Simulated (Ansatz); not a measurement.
Cost and result for the atomization energy of `[CH2]1[SnH2][Te]1` (7 atoms, 7 bonds).

Charge 0, multiplicity 1. Correlated methods include outer-core shells of Sn, Te, which these sets cover unevenly. Sn, Te takes the def2 core potential. Geometry: relaxed with PBE0-D4/def2-TZVP. Program: Ansatz. All runs use 2 threads of an AMD EPYC 9R45 on a shared host. Times are those of one run each, without the atoms' runs, and a repeat can differ threefold. Electronic energies, without spin–orbit coupling; frozen cores. CCSD(T)/CBS adds CCSD(T) − MP2 in def2-TZVPP to the MP2 limit, and its time is that of the two runs behind it. T1 = 0.013. With those shells the extrapolation isn't a true limit. B3LYP takes the VWN-RPA correlation (the form of Gaussian; ORCA's B3LYP/G). HSE06 is the plane-wave form, built on full-range PBE exchange.

CCSD(T)/CBS is a level of theory with its own doubt, some kJ/mol a heavy atom from the limit and from the frozen cores, so smaller differences don't rank the functionals.

| level | functions | wall time | atomization (kcal/mol) | difference from CCSD(T)/CBS | per bond |
| --- | --- | --- | --- | --- | --- |
| revPBE-D4/def2-TZVPP | 187 | 0.95 s | 457.3 | -15.2 | -2.2 |
| BLYP-D4/def2-TZVPP | 187 | 1.1 s | 458.2 | -14.3 | -2.0 |
| PBE0-D4/def2-TZVPP | 187 | 1.3 s | 462.5 | -10.0 | -1.4 |
| HSE06-D4/def2-TZVPP | 187 | 1.6 s | 462.6 | -9.9 | -1.4 |
| CAM-B3LYP-D4/def2-TZVPP | 187 | 1.6 s | 459.0 | -13.5 | -1.9 |
| B3LYP-D4/def2-TZVPP (with forces) | 187 | 2.1 s | 459.7 | -12.8 | -1.8 |
| r2SCANh-D4/def2-TZVPP | 187 | 2.1 s | 459.9 | -12.6 | -1.8 |
| CCSD(T)/def2-SVP | 86 | 2.5 s | 426.0 | -46.5 | -6.6 |
| B97M-V/def2-TZVPP | 187 | 3.7 s | 468.8 | -3.7 | -0.5 |
| ωB97M-V/def2-TZVPP (with forces) | 187 | 5.5 s | 459.4 | -13.1 | -1.9 |
| MP2/def2-QZVPP | 341 | 7 s | 465.4 | -7.1 | -1.0 |
| CCSD(T)/def2-TZVPP | 187 | 44 s | 454.2 | -18.3 | -2.6 |
| CCSD(T)/CBS(def2) | – | 51 s | 472.5 | 0.0 | 0.0 |

In def2-TZVPP, CCSD(T) changes the Hartree–Fock value by +143.6 kcal/mol (the triples alone add +10.9 kcal/mol) and MP2 by +144.0 kcal/mol; breaking electron pairs costs correlation energy, which Hartree–Fock lacks. From BLYP to BHLYP (50 % exact exchange), in def2-TZVPP and without D4, the atomization energy moves by −8.8 kcal/mol: exact exchange takes away binding that semilocal exchange gives to molecules. The D4 term adds +6.9 kcal/mol with B3LYP and +3.6 kcal/mol with PBE0; it sums over pairs of atoms, weighted by their polarisabilities, and B3LYP, whose exchange is more repulsive, gets the larger term.

Spin–orbit coupling would lower the free Sn, Te atoms strongly, and the atomization energy with them, by more than many differences here. For some Ge, Se and Sn compounds the MP2-based and the directly extrapolated limit differ by 10 to 25 kJ/mol.
